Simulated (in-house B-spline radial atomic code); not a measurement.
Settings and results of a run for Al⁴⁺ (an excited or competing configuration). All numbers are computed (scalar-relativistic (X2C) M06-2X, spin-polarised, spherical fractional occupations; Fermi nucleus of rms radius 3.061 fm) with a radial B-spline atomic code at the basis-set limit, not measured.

Command:
```bash
python run_scf.py task.json out
```
Settings (nuclear radius in fm, mass in u):
```
Z                13
configuration    [He] 2s1 2p5 3s1
hamiltonian      x2c
method           m062x
spin_polarised   True
nucleus          fermi
rms_radius       3.061
atomic_mass      26.98154
speed_of_light   137.035999084
```

Output (hartree, bohr):
```
 radial grid: 68 intervals, B-splines of order 8, outer radius 14.6809 bohr

 iter        energy (Eh)    residual
    1        -231.303498    5.36e-02
    2        -231.311474    4.90e-03
    3        -231.311554    2.58e-03
    4        -231.311579    1.39e-03
    5        -231.311590    2.41e-04
    6        -231.311591    3.03e-05
    7        -231.311591    3.46e-06
    8        -231.311591    5.45e-07
    9        -231.311591    1.24e-07

 total energy                      -231.31159
 kinetic                             231.9146
 electron-nucleus                   -526.5860
 Hartree                              79.0357
 exact exchange                       -8.1175
 exchange-correlation                 -7.5582

 orbital      occ     eigenvalue          <r>       <r^2>       <1/r>       <r^4>       r_max
 1s up      1.000       -61.0009     0.119907   0.0193724     12.6911 0.000972841     0.07799
 1s down    1.000       -60.7770     0.119675   0.0192861     12.7037 0.000964909     0.07803
 2s up      1.000        -7.7099     0.583612    0.403024     2.51266    0.287243      0.4777
 2p up      3.000        -6.2727     0.539528    0.360552     2.40495    0.270685      0.4037
 2p down    2.000        -5.6885     0.556967    0.385941     2.34256    0.313791      0.4146
 3s up      1.000        -2.1441      1.72153     3.35257    0.798683     16.7425       1.567
```

Cost of the run: 0.16 s on 1 thread of Arm Neoverse V2 (shared host).

States collapsed into the nucleus by a negative tau potential were left out of the aufbau.

Caution: exact exchange at fractional occupations of open shells leaves self-interaction of up to several eV.
